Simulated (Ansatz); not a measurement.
Basis-set extrapolation for `CC([SiH3])[SiH3]` (PBE0-D4/def2-TZVP geometry, frozen core, Ansatz). Multiplicity 1, RHF reference.

```json
{"": "HF", "def2-TZVPP": "-659.470280", "def2-QZVPP": "-659.492343"}
{"": "MP2 correlation", "def2-TZVPP": "-0.618530", "def2-QZVPP": "-0.658891"}
{"": "CCSD(T) correlation", "def2-TZVPP": "-0.709872", "def2-QZVPP": "not run"}
```

Energies in hartree. Use E(X) = E(∞) + A·exp(−7.88·√X) for Hartree–Fock and E(X) = E(∞) + B·X^(−2.97) for correlation, with X = 3 and 4, and add CCSD(T) minus MP2 of the smaller set to the MP2 limit.

Question: What is the CCSD(T) energy at the basis-set limit?

Answer: HF limit: -659.492343 + (-0.022063) × 0.13774 = -659.49538. MP2 limit: -0.658891 + (-0.040361) × 0.74074 = -0.68879. Higher-order term: -0.709872 − (-0.618530) = -0.09134. Total: -660.27551 hartree, 59.8 kcal/mol below CCSD(T)/def2-TZVPP.
